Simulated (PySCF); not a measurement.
## `CC1=CO[SiH2]O1` in a uniform electric field

Compound: C3H6O2Si.
Geometry (GFN2-xTB, Å), atoms numbered from 1 in this order:
```
atom  x, y, z in Å
C1     1.9250    0.0525   -0.0025
C2     0.4444   -0.0205    0.0902
C3    -0.3309   -0.4004    1.0992
O4    -1.6769   -0.3417    0.8297
Si5   -1.8946    0.2020   -0.7161
O6    -0.2773    0.3550   -1.0219
H7     2.3709   -0.2684    0.9339
H8     2.2796   -0.5844   -0.8116
H9     2.2347    1.0732   -0.2223
H10   -0.0507   -0.7405    2.0764
H11   -2.4797   -0.8312   -1.5557
H12   -2.5433    1.5036   -0.7254
```

Level: CAM-B3LYP/def2-SVPD (PySCF); nuclei fixed, core orbitals frozen in the response. Permanent dipole (0.415, 0.065, -0.153) D (1 au = 2.5417 D). Static polarisability (au):

```
x   73.30  0.37  0.66
y    0.37 52.53 -3.61
z    0.66 -3.61 61.44
```

Only the terms in μ and α are kept: μ(F) = μ + αF and ΔE = −μ·F − ½ F·αF.

Question: What do fields of 0.154 V/Å (0.003 au) along the six axis directions do?

Answer: 
```json
{"field along": "+x", "induced x (D)": "0.559", "induced y (D)": "0.003", "induced z (D)": "0.005", "total size (D)": "0.987", "−μ·F (kJ/mol)": "-1.286", "−½F·αF (kJ/mol)": "-0.866"}
{"field along": "−x", "induced x (D)": "-0.559", "induced y (D)": "-0.003", "induced z (D)": "-0.005", "total size (D)": "0.223", "−μ·F (kJ/mol)": "+1.286", "−½F·αF (kJ/mol)": "-0.866"}
{"field along": "+y", "induced x (D)": "0.003", "induced y (D)": "0.401", "induced z (D)": "-0.028", "total size (D)": "0.651", "−μ·F (kJ/mol)": "-0.201", "−½F·αF (kJ/mol)": "-0.621"}
{"field along": "−y", "induced x (D)": "-0.003", "induced y (D)": "-0.401", "induced z (D)": "0.028", "total size (D)": "0.546", "−μ·F (kJ/mol)": "+0.201", "−½F·αF (kJ/mol)": "-0.621"}
{"field along": "+z", "induced x (D)": "0.005", "induced y (D)": "-0.028", "induced z (D)": "0.468", "total size (D)": "0.527", "−μ·F (kJ/mol)": "+0.474", "−½F·αF (kJ/mol)": "-0.726"}
{"field along": "−z", "induced x (D)": "-0.005", "induced y (D)": "0.028", "induced z (D)": "-0.468", "total size (D)": "0.750", "−μ·F (kJ/mol)": "-0.474", "−½F·αF (kJ/mol)": "-0.726"}
```

Question: For the field (0.0030, 0.0003, -0.0027) au, what is the induced dipole, and what angle does it make with the field?

Answer: αF = (0.555, 0.068, -0.419) D, at 5.0° to the field. The polarisability along this direction, F·αF/F², is 67.65 au, against a mean of 62.42 au.

Question: Which field along μ doubles the dipole in that direction (linear response)?

Answer: The polarisability along the dipole is 71.51 au, so F = 0.1759 au / 71.51 au = 0.0025 au = 0.13 V/Å; higher-order terms are ignored.

Question: What field makes μF equal to kT at 298 K?

Answer: kT = 0.9437 × 10⁻³ Eh, so F = 0.00537 au = 27.6 MV/cm.

Question: A unit point charge sits 20 Å away. Estimate the induction energy −αe²/2R⁴ with the mean polarisability, treating the molecule as a point.

Answer: R = 37.79 bohr, so the energy is −62.4/(2 × 37.79⁴) Eh = -0.0402 kJ/mol. The charge–dipole term at its most favourable orientation, −μe/R², is -0.323 kJ/mol.

Geometry: GFN2-xTB; no solvent, vibrations or thermal averaging.
